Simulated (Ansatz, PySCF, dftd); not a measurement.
System: SF, charge 0, doublet. SF (SMILES [S]F, doublet).
B3LYP-D3(BJ)/def2-TZVP minimum from Ansatz (a first-principles code):
```xyz
2

S      0.0000     0.0000    -0.5793
F      0.0000     0.0000     1.0299
```
Charge 0, spin multiplicity 2.

Wanted: enthalpy of formation at 298 K (by atomisation, with ideal-gas terms from PySCF's Hessian at B3LYP-D3(BJ)/def2-TZVP and the atoms' measured values of the G2/97 table; no spin-orbit terms), in kJ/mol. UHF or UKS for unpaired electrons; spin-orbit terms are left out. Correlated methods leave the cores frozen. Rows without X2C or -DK are non-relativistic. CBS(X,Y): correlation extrapolated as X^-3, Hartree-Fock from the larger set (Q,5: extrapolated as (X+1)exp(-9√X)). A bracket is a step between two methods taken in the basis named. The functionals are non-relativistic, so their misses hold any scalar relativity. Double hybrids freeze cores in their MP2 part. 'core' is core correlation in cc-pwCVTZ (1s frozen past Ne), 'X2C' scalar relativity in cc-pVTZ-DK, both at CCSD(T).

| level | program | enthalpy of formation at 298 K (kJ/mol) | difference against the last row |
|---|---|---|---|
| r2SCAN/def2-TZVPD | Ansatz | -4.9 | -6.5 |
| wB97X-V/def2-TZVPD | Ansatz | -8.5 | -10.1 |
| B2PLYP-D3(BJ)/def2-TZVPD | Ansatz + dftd3 | 5.7 | 4.1 |
| B2PLYP-D4/def2-TZVPD | Ansatz + dftd4 | 5.7 | 4.1 |
| B2GP-PLYP/def2-TZVPD | Ansatz | 13.7 | 12.1 |
| CCSD/cc-pV(T+d)Z | Ansatz | 50.9 | 49.3 |
| CCSD(T)/CBS(cc-pV(T+d)Z,cc-pV(Q+d)Z) | Ansatz | 5.4 | 3.8 |
| CCSDT(Q)/cc-pV(D+d)Z | Ansatz | 90.5 | 88.9 |
| CCSDT(Q)/cc-pV(T+d)Z | Ansatz | 32.5 | 30.9 |
| CCSD(T)/CBS(cc-pV(Q+d)Z,cc-pV(5+d)Z) + [CCSDT(Q) - CCSD(T)]/cc-pV(T+d)Z + [CCSDTQ - CCSDT(Q)]/cc-pV(D+d)Z + core + X2C | Ansatz | 1.5 | -0.1 |
| CCSD(T)/CBS(cc-pV(Q+d)Z,cc-pV(5+d)Z) + [CCSDT(Q) - CCSD(T)]/cc-pV(Q+d)Z + [CCSDTQ - CCSDT(Q)]/cc-pV(D+d)Z + core + X2C | Ansatz | 1.6 | 0.0 |
